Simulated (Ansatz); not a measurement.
I2, SMILES `II`: measurement beside calculation (Ansatz, PBE0-D4/def2-TZVP geometry).

Z-matrix (Å, degrees):
```
I
I 1 2.656
```

Measured: 210 cm⁻¹ (ground-state vibrational spacing, from mean separation of emission bands, ultraviolet emission spectroscopy). Source: Description and Analysis of the First Spectrum of Iodine, 1959 (pmc:5287101).

Harmonic PBE0-D4 wavenumbers (cm⁻¹, unscaled): 226. Fundamentals include anharmonicity and usually lie a few per cent under these; harmonic values from spectra compare directly.
